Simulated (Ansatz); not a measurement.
Pt, triplet (core potentials on Pt).

Input for Ansatz (an electronic-structure program):
Ansatz 0.2 input:
```yaml
crystal:
  periodic: [false, false, false]
  atoms:
    - {symbol: Pt, position_ang: [0.00000000, 0.00000000, 0.00000000]}
basis:
  gaussian:
    orbitals: def2-TZVP
hamiltonian:
  xc: r2scan
magnetization: {spin_polarized: true, initial_magnetization: 2}
```

**Question.** Give the <S^2> at the level R2SCAN/def2-TZVP in Ansatz.

**Answer.** 2.001

**Question.** What total energy does R2SCAN/def2-TZVP give?

**Answer.** -119.3058 Eh

**Question.** Predict the number of basis functions from R2SCAN/def2-TZVP.

**Answer.** 40
